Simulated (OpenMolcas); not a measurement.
Re4+ among 4 point charges of -2 e arranged as a tetrahedron (Td).

```json
{
 "Program": "OpenMolcas",
 "Method": "SS-CASPT2, IPEA 0.25 Eh, imaginary shift 0.1 Eh (closed shells correlated: 4f 5s 5p)",
 "Basis": "ANO-RCC-VTZP [8s7p5d3f2g1h]",
 "Scalar Hamiltonian": "DKH2, point nucleus",
 "Active space": "3 electrons in 5 orbitals (5d)",
 "State averaging": "2S+1 = 4 even, 10 roots; 2S+1 = 2 even, 40 roots",
 "Spin-orbit coupling": "state interaction with AMFI integrals over the reference wave functions"
}
```

All point charges move together. At R = 2.01 Å the first state of the same spin is 3050 cm-1, and at R = 2.13 Å it is 2710 cm-1.

Task: A third run gives 4970 cm-1. What distance was it run at?

Result: With a power law R^-n the two known points give n = -ln(2710 / 3050) / ln(2.13 / 2.01) = 2.04. Then R = 2.01 × (3050 / 4970)^(1/2.04) = 1.582 Å. The run was at 1.82 Å, so the estimate is off by -0.238 Å.

Roots that are degenerate in the reference are averaged as groups; the widest CASPT2 spread within a group is 320 cm-1 (the 3-fold group of multiplicity 2 near 12300 cm-1 above the lowest state of its run, R = 1.82). Shifts and gaps below about the spread of the groups concerned are not significant. Point charges give a weaker field than real ligands, and real ions of this kind are as a rule low spin; the high spin found here belongs to the model. Free-ion shares, where given, are those of the reference states; single-state CASPT2 does not remix them. Spin-orbit coupling mixes the spin-free states strongly: the lowest level takes only 65 % from its leading state, 4T1 (figures for R = 1.82; the like holds for R = 2.01, R = 2.13). This is an electrostatic model: the charges have no orbitals. No measured value stands beside these numbers.
